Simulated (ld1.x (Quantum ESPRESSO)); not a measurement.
## Ranking TM semilocal potentials for aluminium

All share these settings but for the change named:

```
Element                 : Al
Generator               : ld1.x (Quantum ESPRESSO) 7.5
Type                    : norm-conserving Troullier–Martins (semilocal form)
Functional              : LDA (PZ)
Relativity              : scalar-relativistic
Frozen core             : [Ne]
Valence charge          : 3
Reference configuration : 3s2 3p1
Partial waves           : 3p (bound): rc 2.35 bohr; 3s (bound): rc 1.55 bohr
Local potential         : the s channel
Core correction         : a·sin(br)/r model core inside 0.80 bohr
```

Cutoff: the first of the cutoffs (Ry, on a coarse ladder) from which the occupation-weighted sum of valence levels, in a spherical-Bessel basis at the reference potential, stays within 10 and 1 mRy of its value at 400 Ry; the density cutoff is not measured.

The base gives 25 Ry.

Of 9 variants that were run, those that failed, showed a ghost or another fault, or gave nearly equal values are left out.

Problem. Rank these variants from softest to hardest (loose cutoff).
A. wave 3s (bound): rc 1.55 bohr becomes 3s (bound): rc 2.34 bohr
B. wave 3s (bound): rc 1.55 bohr becomes 3s (bound): rc 1.36 bohr
C. wave 3s (bound): rc 1.55 bohr becomes 3s (bound): rc 1.48 bohr
D. wave 3s (bound): rc 1.55 bohr becomes 3s (bound): rc 2.16 bohr

Solution. A (8 Ry), D (10 Ry), C (30 Ry), B (40 Ry).
